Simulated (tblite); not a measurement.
Compound: C5H14NPSi2.
Cartesian coordinates in Å at the GFN2-xTB level; atoms count from 1:
```
atom  x, y, z in Å
C1     2.750    1.389   -0.465
C2     1.703    0.595   -0.631
C3     1.394   -0.570    0.213
C4     0.759   -1.801   -0.449
C5    -0.191   -2.161    0.693
P6    -0.091   -0.436    1.431
N7    -1.227    0.452    0.486
Si8   -2.601   -0.237   -0.333
Si9   -1.032    2.189    0.637
H10    3.482    1.206    0.306
H11    2.921    2.247   -1.091
H12    0.986    0.803   -1.416
H13    2.260   -0.851    0.822
H14    1.468   -2.583   -0.731
H15    0.203   -1.507   -1.340
H16   -1.173   -2.535    0.413
H17    0.266   -2.863    1.394
H18   -3.316   -1.135    0.579
H19   -3.446    0.887   -0.722
H20   -2.169   -0.969   -1.531
H21   -0.889    2.749   -0.709
H22    0.163    2.410    1.447
H23   -2.224    2.748    1.279
```

All values are computed: GFN2-xTB (tblite) harmonic vibrations without scaling, gas phase. Against measured fundamentals such values can be off by several per cent, at times by over 20. Modes of hydrogen on silicon can be 10 to 20 % off. One conformer, not necessarily the lowest.

Harmonic wavenumbers (cm⁻¹): 27.2, 45.0, 106.1, 110.5, 133.3, 143.4, 175.7, 196.9, 211.8, 255.8, 266.9, 335.1, 424.0, 485.6, 541.3, 567.0, 571.4, 575.0, 582.9, 587.9, 673.6, 713.4, 757.0, 768.1, 780.3, 781.4, 790.6, 805.2, 827.6, 874.6, 882.9, 902.2, 924.9, 978.7, 996.5, 1015.0, 1029.7, 1078.3, 1119.3, 1152.5, 1193.8, 1210.8, 1242.7, 1288.4, 1310.2, 1418.6, 1437.2, 1484.6, 1685.8, 2198.2, 2226.8, 2233.1, 2245.7, 2279.3, 2289.4, 2917.7, 2944.2, 2962.3, 2994.6, 3001.6, 3050.4, 3095.9, 3125.1.

A = 1200, B = 922.5, C = 651.9 MHz; mass 175.040 u (most abundant isotopes); point group C1, symmetry number 1.

Problem. What is the zero-point energy?

Solution. Half the sum of the wavenumbers: 37015 cm⁻¹ = 442.81 kJ/mol.

Problem. What is S at 500 K and 1 bar for an ideal gas of classical rigid rotors and harmonic oscillators?

Solution. Translation 184.02, rotation 133.97, vibration 296.65: S = 614.6 J/(mol K).

Problem. And Cp and H(500 K) − H(0)?

Solution. Cp = 312.22 J/(mol K), of which vibrations give 278.96 (their classical limit is 63 R = 523.8); H(500 K) − H(0) = 91.28 kJ/mol without the zero-point energy, 74.65 from vibrations.

Problem. What must be added to the electronic energy to get the Gibbs energy at 500 K and 1 bar?

Solution. ZPE + [H(500 K) − H(0)] − T·S = 442.81 + 91.28 − 307.32 = 226.77 kJ/mol.

Problem. Which modes carry the vibrational entropy at 500 K?

Solution. 27.2 cm⁻¹: 29.50; 45.0 cm⁻¹: 25.32; 106.1 cm⁻¹: 18.21; 110.5 cm⁻¹: 17.88; 133.3 cm⁻¹: 16.33; 143.4 cm⁻¹: 15.73 J/(mol K); the other 57 give 173.68 together.

Problem. Blend soft modes into free rotors: weight 1/[1 + (100 cm⁻¹/ν̃)⁴] for the oscillator and the rest for a rotor with moment μB/(μ + B), μ = h/(8π²ν), B = 10⁻⁴⁴ kg m². What vibrational entropy results?

Solution. 273.66 J/(mol K) in place of 296.65, which changes −T·S at 500 K by +11.49 kJ/mol.

Problem. How do the functions run with temperature in this model?

Solution. 
```json
{"T (K)": "50", "S (J/(mol K))": "264.2", "Cp (J/(mol K))": "64.9", "H − H(0) (kJ/mol)": "2.35", "G − H(0) (kJ/mol)": "-10.85", "ln q(vib)": "1.07"}
{"T (K)": "100", "S (J/(mol K))": "320.0", "Cp (J/(mol K))": "98.2", "H − H(0) (kJ/mol)": "6.48", "G − H(0) (kJ/mol)": "-25.52", "ln q(vib)": "2.89"}
{"T (K)": "298.15", "S (J/(mol K))": "478.6", "Cp (J/(mol K))": "215.3", "H − H(0) (kJ/mol)": "37.33", "G − H(0) (kJ/mol)": "-105.37", "ln q(vib)": "10.33"}
{"T (K)": "373.15", "S (J/(mol K))": "531.5", "Cp (J/(mol K))": "256.3", "H − H(0) (kJ/mol)": "55.05", "G − H(0) (kJ/mol)": "-143.27", "ln q(vib)": "13.10"}
{"T (K)": "750", "S (J/(mol K))": "756.6", "Cp (J/(mol K))": "386.8", "H − H(0) (kJ/mol)": "179.41", "G − H(0) (kJ/mol)": "-388.01", "ln q(vib)": "26.36"}
{"T (K)": "1000", "S (J/(mol K))": "874.8", "Cp (J/(mol K))": "434.5", "H − H(0) (kJ/mol)": "282.49", "G − H(0) (kJ/mol)": "-592.36", "ln q(vib)": "34.23"}
```

q(vib) and H(0) count from the zero-point level.

Hindered rotation and anharmonicity are outside this model. Other conformers, if any are populated, would add a mixing term that is left out. The structure is chiral; the term R ln 2 for an equal mix with its mirror image is left out.
